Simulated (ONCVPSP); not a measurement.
Potentials for silver (Ag) compared

Generated with ld1.x 7.5 (TM, RRKJ, ultrasoft, PAW), atompaw 4.2 or ONCVPSP 4.0.1. The cutoff is in Ry: for ld1.x and atompaw files where the sum of valence levels is converged to 10 mRy in a Bessel basis, for ONCV files where the hardest occupied wave has 1 mHa per electron of residual kinetic energy. The error is the largest all-electron minus pseudo excitation energy over each file’s own four to seven test configurations (ionisations up to +4, promotions, holes and added fractions of an electron), all of which were solved. The labels leave out finer settings (local radius, basis sizes, second energies), which also bear on the numbers. Spin-polarised tests are not counted. The rows are a selection from randomly drawn settings: files with unsolved tests, undetermined cutoffs or missed reference levels are left out.

A true bound ghost makes a file unfit for plane-wave use even where its test errors are small: the radial tests pick states by their node count and pass the ghost by.

| potential | cutoff (Ry) | largest error (meV) | bound ghosts |
| --- | --- | --- | --- |
| ONCV, PBEsol, scalar-relativistic, rc 1.40/1.65/1.75 (spd), local smoothed, core correction yes, reference 4s2 4p6 4d9, qcut 7.7/10.3/8.4, projectors 2/2/2 | 54 | +42 | none |
| ONCV, PBEsol, scalar-relativistic, rc 1.75/1.65/1.20 (spd), local smoothed, core correction yes, reference 4s2 4p6 4d10 5s0.5, qcut 8.5/7.4/7.3, projectors 3/3/2 | 109 | -2.4 | none |
| ONCV, PBEsol, scalar-relativistic, rc 2.35/2.10/1.90 (spd), local d, core correction yes, reference 4d10 5s1, qcut 2.7/3.5/7.9, projectors 3/2/0 | 46 | -222 | none |
| ONCV, PBE, scalar-relativistic, rc 1.40/1.35/1.10 (spd), local smoothed, core correction yes, reference 4s2 4p6 4d9 5s2, qcut 6.7/13/9.6, projectors 3/2/1 | 137 | -6.5 | none |
| ONCV, LDA (Perdew-Wang 92), fully relativistic, rc 1.35/0.95/1.80 (spd), local smoothed, core correction yes, reference 4s2 4p6 4d9 5s2, qcut 10.1/8.3/9.1, projectors 2/1/3 | 257 | -34 | none |

(1) Fill in the row for Ag: ONCV, PBEsol, non-relativistic, rc 1.35/1.70/1.30/1.30 (spdf), local smoothed, core correction no, reference 4s2 4p6 4d10 5s1, qcut 10.2/10/8.5/9, projectors 2/2/2/2.

(2) Fill in the row for Ag: ONCV, PBE, scalar-relativistic, rc 2.65/1.40/1.60 (spd), local smoothed, core correction yes, reference 4p6 4d10 5s1, qcut 2.6/11.2/8.6, projectors 2/3/2.

Answers

(1) cutoff 71 Ry, largest error +2.7 meV, bound ghosts: none.

(2) cutoff 87 Ry, largest error -65 meV, bound ghosts: s.
